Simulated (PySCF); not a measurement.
# `CC[C@H](C)CNC`, C6H15N

Molfile (atoms numbered from 1):
```
C6H15N
     RDKit          3D

 22 21  0  0  0  0  0  0  0  0999 V2000
   -2.1412    0.1501    1.1089 C   0  0  0  0  0  0  0  0  0  0  0  0
   -1.6073   -0.4466   -0.1875 C   0  0  0  0  0  0  0  0  0  0  0  0
   -0.4403    0.3442   -0.7873 C   0  0  2  0  0  0  0  0  0  0  0  0
   -0.1150   -0.1780   -2.1873 C   0  0  0  0  0  0  0  0  0  0  0  0
    0.7966    0.3117    0.1193 C   0  0  0  0  0  0  0  0  0  0  0  0
    1.1726   -1.0396    0.4878 N   0  0  0  0  0  0  0  0  0  0  0  0
    2.3115   -1.0778    1.3778 C   0  0  0  0  0  0  0  0  0  0  0  0
   -1.4032    0.0697    1.9015 H   0  0  0  0  0  0  0  0  0  0  0  0
   -2.3958    1.1997    0.9741 H   0  0  0  0  0  0  0  0  0  0  0  0
   -3.0360   -0.3813    1.4259 H   0  0  0  0  0  0  0  0  0  0  0  0
   -1.2758   -1.4682   -0.0002 H   0  0  0  0  0  0  0  0  0  0  0  0
   -2.4153   -0.4790   -0.9226 H   0  0  0  0  0  0  0  0  0  0  0  0
   -0.7402    1.3950   -0.8801 H   0  0  0  0  0  0  0  0  0  0  0  0
   -0.9563   -0.0112   -2.8562 H   0  0  0  0  0  0  0  0  0  0  0  0
    0.7526    0.3352   -2.5973 H   0  0  0  0  0  0  0  0  0  0  0  0
    0.0897   -1.2461   -2.1663 H   0  0  0  0  0  0  0  0  0  0  0  0
    0.5815    0.8500    1.0470 H   0  0  0  0  0  0  0  0  0  0  0  0
    1.6213    0.8513   -0.3846 H   0  0  0  0  0  0  0  0  0  0  0  0
    1.3823   -1.5706   -0.3523 H   0  0  0  0  0  0  0  0  0  0  0  0
    3.2065   -0.5799    0.9712 H   0  0  0  0  0  0  0  0  0  0  0  0
    2.0428   -0.5802    2.3106 H   0  0  0  0  0  0  0  0  0  0  0  0
    2.5585   -2.1151    1.5968 H   0  0  0  0  0  0  0  0  0  0  0  0
  1  2  1  0
  2  3  1  0
  3  4  1  0
  3  5  1  0
  5  6  1  0
  6  7  1  0
  1  8  1  0
  1  9  1  0
  1 10  1  0
  2 11  1  0
  2 12  1  0
  3 13  1  6
  4 14  1  0
  4 15  1  0
  4 16  1  0
  5 17  1  0
  5 18  1  0
  6 19  1  0
  7 20  1  0
  7 21  1  0
  7 22  1  0
M  END
```

Method: PySCF 2.14.0, GIAO HF/pcSseg-1 magnetisability, rotational g tensor and spin-rotation constants, non-relativistic, gas phase. Geometry: GFN2-xTB.

Question: Give the nuclear spin-rotation constants along the inertial axes (H = +C I·J) beside the isotropic shieldings.

Answer: Rotational constants 3.1186, 1.7578, 1.2950 GHz. A star marks the isotopologue with that one atom substituted, in its own axes.
| atom | isotope | Caa (kHz) | Cbb (kHz) | Ccc (kHz) | mean (kHz) | σ (ppm) |
| --- | --- | --- | --- | --- | --- | --- |
| N6 | 14N | 0.153 | 0.059 | 0.034 | 0.082 | 243.8 |
| H8 | 1H | -0.023 | -0.142 | -0.141 | -0.102 | 30.9 |
| H9 | 1H | -0.259 | -0.195 | -0.017 | -0.157 | 31.5 |
| H10 | 1H | -0.220 | -0.118 | -0.079 | -0.139 | 31.0 |
| H11 | 1H | -0.228 | -0.181 | -0.010 | -0.140 | 30.4 |
| H12 | 1H | -0.005 | -0.172 | -0.131 | -0.103 | 31.3 |
| H13 | 1H | -0.238 | -0.203 | -0.011 | -0.151 | 31.1 |
| H14 | 1H | 0.032 | -0.173 | -0.147 | -0.096 | 31.0 |
| H15 | 1H | -0.252 | -0.097 | -0.091 | -0.147 | 31.3 |
| H16 | 1H | -0.287 | -0.204 | 0.001 | -0.163 | 31.3 |
| H17 | 1H | -0.323 | -0.006 | -0.089 | -0.140 | 29.7 |
| H18 | 1H | -0.232 | -0.065 | -0.088 | -0.128 | 30.0 |
| H19 | 1H | -0.413 | -0.069 | -0.100 | -0.194 | 32.6 |
| H20 | 1H | -0.227 | -0.085 | -0.076 | -0.129 | 29.9 |
| H21 | 1H | -0.339 | -0.003 | -0.090 | -0.144 | 29.8 |
| H22 | 1H | -0.244 | -0.174 | 0.006 | -0.137 | 29.4 |
| C1 | 13C* | 0.427 | 0.212 | 0.154 | 0.264 | 178.8 |
| C2 | 13C* | 0.459 | 0.236 | 0.192 | 0.296 | 167.7 |
| C3 | 13C* | 0.489 | 0.284 | 0.193 | 0.322 | 159.5 |
| C4 | 13C* | 0.447 | 0.203 | 0.194 | 0.281 | 171.6 |
| C5 | 13C* | 0.540 | 0.346 | 0.225 | 0.371 | 142.3 |
| C7 | 13C* | 0.408 | 0.293 | 0.229 | 0.310 | 156.1 |

For the geometry as given, no vibrational averaging.

Question: How do the rotational constants and the g tensor change when H8, H9, H10, H11, H12, H13, H14, H15, H16, H17, H18, H19, H20, H21, H22 are replaced by deuterium?

Answer: Constants 2.3796, 1.4118, 1.0465 GHz; g 0.0010, 0.0029, 0.0000, against 0.0013, 0.0036, 0.0000 before.
